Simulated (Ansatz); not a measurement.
A nudged elastic band was laid between two geometries of CH8NPSi (12 atoms, charge 0, multiplicity 1).

Level of theory: RKS revPBE-D4/6-31G* (Ansatz).

```yaml
movable_images: 5
climbing_image: yes
spring: 5.0 eV/Å²
optimiser: quadratic models (default)
start_path: IDPP
force_threshold: 0.03 eV/Å
iteration_limit: 46
end_points: relaxed
```

Image 0:

```xyz
12
Properties=species:S:1:pos:R:3
C -0.517 1.374 -0.657
N -0.079 -0.005 -0.370
Si 1.177 -0.286 0.827
P -1.248 -1.244 -0.756
H -1.028 1.409 -1.634
H -1.209 1.781 0.108
H 0.365 2.037 -0.706
H 1.813 -1.612 0.539
H 0.671 -0.321 2.247
H 2.184 0.822 0.713
H -0.334 -2.350 -0.830
H -1.719 -1.660 0.553
```

Image 6:

```xyz
12
Properties=species:S:1:pos:R:3
C -0.596 1.367 -0.606
N -0.161 -0.019 -0.344
Si 1.323 -0.309 0.550
P -1.440 -1.209 -0.366
H 0.275 1.973 -0.910
H -1.329 1.380 -1.432
H -1.063 1.853 0.274
H 1.818 -1.680 0.200
H 1.152 -0.255 2.048
H 2.324 0.735 0.148
H -0.614 -2.368 -0.570
H -1.612 -1.523 1.042
```

(1) Which bonds break or form, and what moves?

(2) Give the energies along the band, and the barrier.

(3) What is the geometry of the highest image?

The band took 15 iterations and of the order of 8 core-minutes.

## Answers

(1) No bond is made or broken. The dihedral H6–C1–N2–P4 goes from 78 to -42°. The two ends are copies of one structure, up to a mirror image or an exchange of like atoms.

(2) The run converged. The highest image is number 4 of 0 to 6, 3.3 kJ/mol above the ends, which have the same energy within 2 meV. Beside the main top the profile has a ripple of under 15 meV (maxima at images 1, 4), which may be a very shallow well or noise. A vibrational analysis at the climbing image gives one clearly imaginary mode, 128i cm⁻¹: a first-order saddle point.

| image | path coordinate (Å) | energy (kJ/mol) | dihedral H6–C1–N2–P4 (°) |
| --- | --- | --- | --- |
| 0 | 0.00 | 0.0 | 78 |
| 1 | 0.86 | 2.1 | 65 |
| 2 | 1.72 | 1.7 | 54 |
| 3 | 2.59 | 1.0 | 28 |
| 4 | 3.45 | 3.3 | 0 |
| 5 | 4.15 | 1.6 | -24 |
| 6 | 4.85 | 0.0 | -42 |

(3) 
```xyz
12
Properties=species:S:1:pos:R:3
C -0.562 1.372 -0.703
N -0.265 0.056 -0.105
Si 1.319 -0.332 0.540
P -1.544 -1.117 -0.058
H 0.077 1.573 -1.583
H -1.613 1.396 -1.036
H -0.419 2.191 0.026
H 1.917 -1.516 -0.168
H 1.238 -0.683 2.000
H 2.208 0.864 0.359
H -0.847 -2.285 -0.548
H -1.431 -1.574 1.309
```

Time of the run: 8.2 min on 1 thread of Intel(R) Xeon(R) Processor @ 2.50GHz (Skylake/Cascade Lake), with other jobs on the host, peak memory 0.14 GiB.
